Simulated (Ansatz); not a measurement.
Consider the substitution at a C–C bond: `[SiH3]C[CH2][GeH3]` + `C=N` → `C=N[CH2][GeH3]` + `C[SiH3]`.

Program: Ansatz. Geometries: PBE0-D4/def2-TZVP. ΔE: electronic, gas phase. CCSD(T)/CBS adds triple-zeta CCSD(T) − MP2 to the extrapolated MP2 energy (def2 sets, frozen cores). This one scheme is used for every species. Functionals use def2-TZVPP. B3LYP here is the variant with VWN-RPA as its local correlation; programs differ in this. For Ge outer-core shells are correlated without core-valence functions, which leaves a few kJ/mol of doubt a bond. Scalar relativity is left out up to krypton. One conformer a species, not always the lowest.

**Question.** Is it downhill or uphill in electronic energy at CCSD(T)/CBS, and by how much? (Best estimate.)

**Answer.** The calculation gave: Uphill: ΔE = +4.2 kJ/mol.

**Question.** What do these levels give: r2SCAN-D4, PBE0-D4, B3LYP-D4, ωB97X-V, ωB97M-V, B3LYP, MP2/def2-TZVPP, SCS-MP2/def2-TZVPP, SCS-MP2/def2-QZVPP, HF/CBS(def2), MP2/CBS(def2), CCSD/CBS(def2)? (An estimate is asked.)

**Answer.** Computed: r2SCAN-D4 -5.3, PBE0-D4 -1.5, B3LYP-D4 -3.8, ωB97X-V 0.0, ωB97M-V 1.1, B3LYP -7.3, MP2/def2-TZVPP 1.9, SCS-MP2/def2-TZVPP 1.9, SCS-MP2/def2-QZVPP 2.4, HF/CBS(def2) -1.0, MP2/CBS(def2) 2.9, CCSD/CBS(def2) 4.7 kJ/mol.

Largest T1 diagnostic among the species: 0.012.

The D4 term adds +3.5 kJ/mol with B3LYP and +2.1 kJ/mol with PBE0; it sums over pairs of atoms, weighted by their polarisabilities, and B3LYP, whose exchange is more repulsive, gets the larger term. From PBE to PBE0 (25 % exact exchange), in def2-TZVPP and without D4, ΔE moves by +3.3 kJ/mol.
